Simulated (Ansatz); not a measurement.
Ansatz (an electronic-structure program) input (MP2/def2-TZVP):

Ansatz 0.2 input:
```yaml
crystal:
  periodic: [false, false, false]
  atoms:
    - {symbol: Cl, position_ang: [-0.00000000, -0.00000000, -2.60541295]}
    - {symbol: I, position_ang: [0.00000000, 0.00000000, 0.00000000]}
    - {symbol: Cl, position_ang: [0.00000000, 0.00000000, 2.60541295]}
basis:
  gaussian:
    orbitals: def2-TZVP
total_charge: -1
magnetization: {spin_polarized: false}
correlation: {method: mp2, electrons: outside_noble_gas}
relax: {f_tol: 0.003, max_steps: 100}
```

Output:

```
Functional definition: HF
these checks for a lower state are left out or cut short: cluster_reference
integrals: 0.09 GiB planned
975 factors; integrals over basis functions are off by at most 2.4e-4 eV
mean field: 0.41 GiB planned
mean field evaluation 1: about -33081.9921 eV, gradient 1.7e1 eV
mean field evaluation 2: about -33082.0971 eV, gradient 1.7e1 eV
mean field evaluation 4: about -33082.9674 eV, gradient 1.6e0 eV
mean field evaluation 8: about -33082.9879 eV, gradient 1.6e-1 eV
mean field -33082.98808815 eV, -1215.7773877849 hartree, gradient 4.4e-6 eV, S^2 0.000000; 0 other end points of the search recorded, 0 dependent functions left out
19 core orbitals not correlated
reference -33082.98808815 eV, -1215.7773877849 hartree; 11, 11 occupied and 94, 94 virtual orbitals, 975 factors
densities: 0.31 GiB planned
second order -14.52211804 eV of doubles, -0.00000000 eV of singles
the calculation of the forces begins
mean field evaluation 16: about -33082.8684 eV, gradient 9.4e-1 eV
relax step   1: F+E_penalty+E_count = -33097.51020619 eV  Δ(F+E_penalty+E_count) = +0.000e0 eV  max|allowed force component| = 3.866e-1 eV/Å  Δτ_max = 0.0000 Å  (61 SCF iters, accepted)
these checks for a lower state are left out or cut short: starts, cluster_reference, orbital_swaps, neighbouring_geometries, increment
integrals: 0.09 GiB planned
975 factors; integrals over basis functions are off by at most 2.7e-4 eV
mean field: 0.41 GiB planned
mean field -33082.99062537 eV, -1215.7774810261 hartree, gradient 6.1e-6 eV, S^2 0.000000; 0 other end points of the search recorded, 0 dependent functions left out
19 core orbitals not correlated
reference -33082.99062537 eV, -1215.7774810261 hartree; 11, 11 occupied and 94, 94 virtual orbitals, 975 factors
densities: 0.31 GiB planned
second order -14.53711873 eV of doubles, -0.00000000 eV of singles
the calculation of the forces begins
relax step   2: F+E_penalty+E_count = -33097.52774411 eV  Δ(F+E_penalty+E_count) = -1.754e-2 eV  max|allowed force component| = 9.240e-2 eV/Å  Δτ_max = 0.0561 Å  (56 SCF iters, accepted)
these checks for a lower state are left out or cut short: starts, cluster_reference, orbital_swaps, neighbouring_geometries, increment
integrals: 0.09 GiB planned
975 factors; integrals over basis functions are off by at most 2.6e-4 eV
mean field: 0.41 GiB planned
mean field evaluation 32: about -33082.9921 eV, gradient 9.1e-1 eV
mean field -33082.99470607 eV, -1215.7776309889 hartree, gradient 6.1e-6 eV, S^2 0.000000; 0 other end points of the search recorded, 0 dependent functions left out
19 core orbitals not correlated
reference -33082.99470607 eV, -1215.7776309889 hartree; 11, 11 occupied and 94, 94 virtual orbitals, 975 factors
densities: 0.31 GiB planned
second order -14.53393765 eV of doubles, -0.00000000 eV of singles
the calculation of the forces begins
relax step   3: F+E_penalty+E_count = -33097.52864373 eV  Δ(F+E_penalty+E_count) = -8.996e-4 eV  max|allowed force component| = 8.638e-3 eV/Å  Δτ_max = 0.0108 Å  (57 SCF iters, accepted)
these checks for a lower state are left out or cut short: starts, cluster_reference, orbital_swaps, neighbouring_geometries, increment
integrals: 0.09 GiB planned
975 factors; integrals over basis functions are off by at most 2.6e-4 eV
mean field: 0.41 GiB planned
mean field -33082.99439941 eV, -1215.7776197192 hartree, gradient 6.6e-6 eV, S^2 0.000000; 0 other end points of the search recorded, 0 dependent functions left out
19 core orbitals not correlated
reference -33082.99439941 eV, -1215.7776197192 hartree; 11, 11 occupied and 94, 94 virtual orbitals, 975 factors
densities: 0.31 GiB planned
second order -14.53425225 eV of doubles, -0.00000000 eV of singles
the calculation of the forces begins
relax step   4: F+E_penalty+E_count = -33097.52865166 eV  Δ(F+E_penalty+E_count) = -7.931e-6 eV  max|allowed force component| = 1.360e-3 eV/Å  Δτ_max = 0.0011 Å  (40 SCF iters, accepted)
these checks for a lower state are left out or cut short: cluster_reference
integrals: 0.09 GiB planned
975 factors; integrals over basis functions are off by at most 2.6e-4 eV
mean field: 0.41 GiB planned
mean field evaluation 64: about -33082.9944 eV, gradient 1.7e-4 eV
mean field -33082.99439941 eV, -1215.7776197192 hartree, gradient 6.6e-6 eV, S^2 0.000000; 1 other end points of the search recorded, 0 dependent functions left out
19 core orbitals not correlated
reference -33082.99439941 eV, -1215.7776197192 hartree; 11, 11 occupied and 94, 94 virtual orbitals, 975 factors
densities: 0.31 GiB planned
second order -14.53425225 eV of doubles, -0.00000000 eV of singles
the calculation of the forces begins
Total energy: -33097.52865166 eV, -1216.3117436377 hartree
Atom 0 at     0.000000     0.000000    -2.559001 Å, force     0.000000    -0.000000    -0.001360 eV/Å
Atom 1 at    -0.000000    -0.000000    -0.000000 Å, force    -0.000000     0.000000    -0.000000 eV/Å
Atom 2 at     0.000000     0.000000     2.559001 Å, force     0.000000     0.000000     0.001360 eV/Å
Dipole moment:    -0.000000     0.000000    -0.000000 e Å
Checks for a lower state left out: cluster_reference
```

It need not be the lowest isomer of its formula.
